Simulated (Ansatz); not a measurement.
Reaction (ligand exchange at the Si–S bond): `O[SiH](O)S[SiH3]` + `CBN[SiH3]` → `CBN([SiH3])[SiH3]` + `O[SiH](O)S`

Gas-phase electronic energies from Ansatz, PBE0-D4/def2-TZVP geometries. CBS: MP2 limit from def2 TZ/QZ plus the TZ coupled-cluster correction, frozen cores. Functionals use def2-TZVPP. B3LYP here is the variant with VWN-RPA as its local correlation; programs differ in this. HSE06 is defined as in plane-wave codes. One conformer a species, not always the lowest.

`O[SiH](O)S[SiH3]`:

Cartesian coordinates in Å:
```
O 1.984 -0.663 0.496
Si 0.389 -0.715 0.819
O 0.189 -1.089 2.399
S -0.618 1.147 0.508
Si -0.867 0.999 -1.613
H 2.520 -0.036 0.985
H -0.147 -1.735 -0.106
H -0.653 -0.871 2.803
H 0.425 0.699 -2.278
H -1.851 -0.057 -1.959
H -1.372 2.321 -2.055
```

`CBN[SiH3]`:

```xyz
12

C     1.410    0.481   -0.766
B     0.487   -0.786   -0.778
N    -0.673   -0.882    0.012
Si   -1.301    0.315    1.114
H     2.427    0.195   -0.473
H     1.091    1.295   -0.108
H     1.502    0.886   -1.779
H     0.761   -1.723   -1.482
H    -1.204   -1.737   -0.061
H    -0.334    0.617    2.201
H    -2.542   -0.247    1.707
H    -1.625    1.584    0.414
```

`CBN([SiH3])[SiH3]`:

Z-matrix (Å, degrees):
```
C
B 1 1.563
H 1 1.096 2 109.2
H 1 1.090 2 116.3 3 122.9
H 1 1.096 2 109.1 3 -114.2
N 2 1.420 1 126.9 3 -122.4
H 2 1.211 1 117.7 3 57.7
Si 6 1.748 2 127.9 1 0.8
Si 6 1.755 2 114.1 1 -179.2
H 8 1.481 6 110.9 2 4.2
H 8 1.486 6 109.9 2 -116.7
H 8 1.486 6 109.3 2 124.7
H 9 1.484 6 111.0 2 -62.9
H 9 1.483 6 110.9 2 59.0
H 9 1.489 6 107.3 2 178.0
```

`O[SiH](O)S`:

```xyz
8

O    -0.538    0.108   -1.368
Si   -0.330   -0.382    0.185
O    -1.048    0.746    1.116
S     1.746   -0.702    0.577
H     0.047   -0.281   -2.020
H    -0.964   -1.675    0.507
H    -1.028    1.654    0.808
H     2.115    0.533    0.194
```

| level | ΔE (kJ/mol) | difference from CCSD(T)/CBS |
| --- | --- | --- |
| LDA (SPW92) | 30.0 | 3.9 |
| PBE-D4 | 35.0 | 8.9 |
| revPBE-D4 | 33.6 | 7.5 |
| B97M-V | 31.2 | 5.1 |
| B3LYP-D4 | 27.1 | 1.0 |
| HSE06-D4 | 33.9 | 7.8 |
| BHLYP-D4 | 25.6 | -0.5 |
| ωB97M-V | 27.4 | 1.3 |
| PBE-QIDH | 30.2 | 4.1 |
| BLYP | 30.6 | 4.5 |
| r2SCAN | 33.1 | 7.0 |
| BHLYP | 26.8 | 0.7 |
| LC-ωPBE | 31.5 | 5.4 |
| HF/def2-SVP | 26.9 | 0.8 |
| CCSD/def2-SVP | 23.2 | -2.9 |
| SCS-MP2/def2-TZVPP | 23.2 | -2.9 |
| CCSD(T)/CBS | 26.1 | 0 |

Largest T1 diagnostic among the species: 0.012.

At CCSD(T), def2-SVP lies −3.2 kJ/mol from the extrapolated value and def2-TZVPP −2.9 kJ/mol. From BLYP to BHLYP (50 % exact exchange), in def2-TZVPP and without D4, ΔE moves by −3.8 kJ/mol.
